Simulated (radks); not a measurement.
Results of a calculation; reference values are marked as such.
Ionisation of neutral arsenic, [Ar] 3d10 4s2 4p3, to [Ar] 3d10 4s2 4p2 as the strength of local exchange is varied. Level of theory: Dirac Kohn-Sham, Slater X-alpha exchange (alpha = 2/3 is LDA exchange), no correlation, spin-unpolarised, spherical densities, finite nucleus; open shells fill j = l - 1/2 first; Fermi nuclear charge, rms radius 4.0968 fm (a radial shooting solver on a logarithmic mesh with Libxc functionals).

alpha  E(As) (hartree)  exchange (hartree)  IE (eV)  -e of the level emptied (eV)  <r> of it (bohr)
0.667      -2254.95297           -77.61880    8.022                 4.147 (4p3/2)             2.628
0.782      -2268.37534           -91.54273    9.055                 5.038 (4p3/2)             2.527
0.867      -2278.34735          -101.93574    9.856                 5.740 (4p3/2)             2.460
0.924      -2285.05875          -108.95336   10.411                 6.231 (4p3/2)             2.417
0.963      -2289.66199          -113.77713   10.798                 6.577 (4p3/2)             2.390
1.027      -2297.23577          -121.73221   11.447                 7.159 (4p3/2)             2.347
1.049      -2299.84492          -124.47799   11.674                 7.364 (4p3/2)             2.332

NIST Atomic Spectra Database: 9.789 eV (measured). The Delta-SCF value meets it near alpha = 0.86. Spin polarisation and multiplet splitting are left out, so open shells lie too high by an amount that depends on their filling.

Beside tabulated values, note that spin-unpolarised runs miss the spin-polarisation part of the exchange energy of open shells.
